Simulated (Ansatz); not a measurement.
The cluster Be₃S₃. Charge 0, multiplicity 1. Geometry r2SCAN-D4/def2-SVP, basis def2-TZVP, Ansatz.

```xyz
6

Be   -0.518    0.258    1.651
Be    0.704   -0.505   -0.063
Be   -1.102    0.816   -0.255
S     0.587    1.039   -1.526
S    -0.697   -0.735   -1.651
S     1.026   -0.873    1.845
```

```
run  HOMO (eV)  LUMO (eV)
  A      -5.64      -3.63
  B      -7.78      -1.64
  C      -5.74      -3.16
  D      -6.54      -2.65
  E      -5.54      -3.40
```

Another isomer (singlet) lies 3.77 eV lower at PBE0-D4/def2-TZVP; other spin states weren't run for this one.

The runs used CAM-B3LYP, LDA (SPW92), PBE, PBE0, r2SCAN. Estimate which is which.

A LDA (SPW92) (0 % exact exchange); B CAM-B3LYP (range-separated); C r2SCAN (0 % exact exchange); D PBE0 (25 % exact exchange); E PBE (0 % exact exchange). Exact exchange lowers occupied and raises empty levels; among semilocal functionals meta-GGAs tend to open the gap a little, and such runs are hard to tell apart. The gap grows from 2.01 eV (LDA (SPW92)) to 6.14 eV (CAM-B3LYP).
